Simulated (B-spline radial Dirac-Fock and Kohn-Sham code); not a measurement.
Core and valence levels of Tb²²⁺

System: the Tb²²⁺ ion in the configuration [Kr] 4d7; nuclear rms radius 5.06 fm (A = 159).

Input of the calculation (task.json; shells as n, l, electrons):

```json
{"items": [{
  "Z": 65,
  "q": 22,
  "cfg": [[1, 0, 2], [2, 0, 2], [2, 1, 6], [3, 0, 2], [3, 1, 6], [3, 2, 10], [4, 0, 2], [4, 1, 6], [4, 2, 7]],
  "A": 159,
  "rrms": 5.06,
  "do": ["binding"]
}]}
```

Command: `python xray_run.py task.json out`

These are calculated numbers from a radial B-spline solver; the model is ΔSCF Dirac-Fock with Breit, self-energy and vacuum polarisation, finite nucleus, configuration average. No correlation. Energies are counted from the vacuum level. Subshells whose hole state is unreliable or did not converge are left out.

All terms are in eV, carry their sign (relaxation lowers the binding energy) and add up to the binding energy; ⟨r⟩ is the mean radius of the orbital in the initial state.

```
subshell  −ε (Koopmans)  relaxation    Breit     QED  binding energy  ⟨r⟩ (bohr)
       K        52946.3      -62.19  -149.84  -77.46         52656.8       0.022
      L1         9434.4      -28.69   -15.94  -10.62          9379.1       0.091
      L2         8976.3      -32.78   -26.34    0.37          8917.5       0.076
      L3         8228.0      -30.57   -16.75   -0.79          8179.9       0.083
      M1         2639.9       -8.87    -2.82   -2.38          2625.8       0.237
      M2         2441.2       -9.59    -4.79    0.05          2426.8       0.227
      M3         2282.4       -8.81    -2.83   -0.18          2270.6       0.240
      M5         1911.2      -10.55    -1.21    0.11          1899.5       0.217
      N1         1002.5       -1.49    -0.71   -0.63           999.6       0.513
      N2          918.4       -1.51    -1.18    0.02           915.7       0.518
      N3          876.9       -1.36    -0.67   -0.04           874.9       0.539
    N4,5          737.2       -1.34    -0.28    0.04           735.6       0.552
```

For the deepest level, K (1s), the Breit terms make up -0.285 % of the binding energy, QED -0.147 % and orbital relaxation -0.118 %.

Spin-orbit splittings: 2p 737.6 eV, 3p 156.2 eV, 4p 40.83 eV.

Going to the tabulated ground configuration of the next ion removes an electron from N4,5 (4d), computed at 735.6 eV. NIST lists 732 ± 4 eV as the ionisation energy of this species (theoretical), -3.61 eV from the computed value, within the stated uncertainty.
